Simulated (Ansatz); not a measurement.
CH3BOS (`B1OCS1`). The species carries charge 0 and has multiplicity 1.

```xyz
7

B    -0.6854   -0.3146   -0.9064
O    -0.8514    0.4235    0.2350
C     0.4817    0.2583    0.6991
S     1.0554   -0.7735   -0.7070
H    -1.5106   -0.5345   -1.7321
H     1.0022    1.2140    0.7609
H     0.5082   -0.2730    1.6505
```

(1) What are the harmonic wavenumbers in cm⁻¹ at PBE0-D4/def2-TZVP (Ansatz, finite differences of forces, unscaled)? (An estimate is asked.)

(2) Is this a minimum?

(3) Give the ideal-gas thermochemistry at 298.15 K and 1 bar (rigid rotor, harmonic oscillator; point group Cs, symmetry number 1).

(4) Rotational constants (cm⁻¹)?

## Answers

(1) The calculation gave: 332, 588, 709, 800, 827, 930, 993, 1090, 1173, 1184, 1342, 1495, 2705, 3090, 3160.

(2) Yes, all 15 modes are real.

(3) Zero-point energy 122.1 kJ/mol; H(298) − E = 134.6 kJ/mol; entropy 275.1 J/(mol·K), of which translation 162.5, rotation 100.7, vibration 11.8; G(298) − E = 52.6 kJ/mol.

(4) 0.4644, 0.2289, 0.158.
